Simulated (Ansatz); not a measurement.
Ansatz (an electronic-structure program) input (CCSD(T)/def2-TZVPPD):
A basis named .json is the Basis Set Exchange file of that set.

Ansatz 0.2 input:
```yaml
crystal:
  periodic: [false, false, false]
  atoms:
    - {symbol: Ag, position_ang: [-0.00000000, -0.00000000, -0.32361266]}
    - {symbol: F, position_ang: [0.00000000, 0.00000000, 1.68997722]}
basis:
  gaussian:
    orbitals: def2-TZVPPD.json
magnetization: {spin_polarized: true, initial_magnetization: 2}
correlation: {method: ccsd_t, electrons: outside_noble_gas}
```

End of the output:

```
determinant -6677.16189166 eV, -245.3811735755 hartree, with singles and doubles -6692.88618574 eV, -245.9590307249 hartree
determinant -6675.36303184 eV, -245.3150666964 hartree, with singles and doubles -6690.72064858 eV, -245.8794487021 hartree
determinant -6680.19724716 eV, -245.4927208327 hartree, with singles and doubles -6696.65392815 eV, -246.0974927044 hartree
determinant -6680.08970813 eV, -245.4887688464 hartree, with singles and doubles -6696.62816247 eV, -246.0965458330 hartree
determinant -6680.06879475 eV, -245.4880002939 hartree, with singles and doubles -6696.69241137 eV, -246.0989069369 hartree
determinant -6680.19724716 eV, -245.4927208327 hartree, with singles and doubles -6696.69290010 eV, -246.0989248970 hartree
determinant -6680.08970813 eV, -245.4887688464 hartree, with singles and doubles -6696.65753847 eV, -246.0976253811 hartree
determinant -6680.06879475 eV, -245.4880002939 hartree, with singles and doubles -6696.70864227 eV, -246.0995034114 hartree
5 core orbitals not correlated
reference -6680.06879475 eV, -245.4880002939 hartree; 10, 8 occupied and 81, 83 virtual orbitals, 656 factors
second order -17.15787271 eV of doubles, -0.00000000 eV of singles
coupled cluster: 0.50 GiB planned
cycle   1  -16.63985150 eV  change   -4.0e-6 eV  update   1.5e-6
perturbative correction -0.58391702 eV, -0.0214585547 hartree
Total energy: -6697.29256327 eV, -246.1209621122 hartree
```

The spin state was set by rule; other spins were not relaxed.
